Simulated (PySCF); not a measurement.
A PySCF script (with the pyscf-properties extension) for the NMR shieldings of SMILES CC#CB1OC[SiH2]O1, C₄H₇BO₂Si, on a GFN2-xTB geometry:

```python
import basis_set_exchange as bse
import numpy as np
from pyscf import gto, dft
from pyscf.prop import nmr

atoms = """
C     3.745683   -0.705110   -0.404432
C     2.325284   -0.453227   -0.326220
C     1.140223   -0.247316   -0.253697
B    -0.346737    0.042884   -0.197423
O    -1.156625   -0.509912    0.728345
C    -2.527928   -0.120374    0.630092
Si   -2.550071    1.083637   -0.877163
O    -0.948302    0.903168   -1.107616
H     3.979054   -1.677001    0.029400
H     4.069806   -0.690924   -1.444748
H     4.286182    0.066131    0.143865
H    -3.119355   -1.030920    0.504547
H    -2.809886    0.329267    1.585585
H    -3.262911    0.551623   -2.033160
H    -2.828831    2.466066   -0.504941
"""
names = dict.fromkeys(["C", "B", "O", "Si", "H"], "pcSseg-1")
basis = {el: gto.basis.parse(bse.get_basis(n, elements=[el], fmt="nwchem")) for el, n in names.items()}
mol = gto.M(atom=atoms, basis=basis, charge=0, verbose=0)
mf = dft.RKS(mol, xc="PBE0")
mf.grids.level = 2
mf.grids.alignment = dft.numint.BLKSIZE   # the property module wants whole blocks of grid points
mf.conv_tol = 1e-9
mf.kernel()

calc = nmr.RKS(mf)   # GIAO
C = mf.mo_coeff
Co = C[:, mf.mo_occ > 0]
resp = mf.gen_response(singlet=True, hermi=2)
def vind(x):   # induced exchange potential for any number of trial vectors
    d = np.einsum("pi,xij,qj->xpq", C, 2 * x.reshape(-1, C.shape[1], Co.shape[1]), Co, optimize=True)
    return np.einsum("xpq,pi,qj->xij", resp(d - d.transpose(0, 2, 1)), C, Co, optimize=True).ravel()
mo1, _ = nmr.rhf.solve_mo1(calc, with_cphf=vind)
sigma = calc.kernel(mo1)
for i, s in enumerate(sigma):   # ppm
    print("%2d %-2s %9.2f" % (i, mol.atom_pure_symbol(i), np.trace(s) / 3))
```

Task: Give the expected output.

Result: 
```
 0 C     181.21
 1 C      79.96
 2 C     102.71
 3 B      78.47
 4 O     203.54
 5 C     127.83
 6 Si    359.30
 7 O     213.48
 8 H      29.65
 9 H      29.65
10 H      29.66
11 H      27.59
12 H      27.59
13 H      26.58
14 H      26.58
```

These numbers come from an equivalent density-fitted implementation of the same equations, which agrees with the script to about 0.01 ppm for H and up to a few tenths of a ppm for heavy atoms, so last digits may differ.

Size and cost of the density-fitted run: 178 basis functions, 43 s wall time on 1 thread of an Arm Neoverse N1, shared host; peak memory 0.8 GiB.
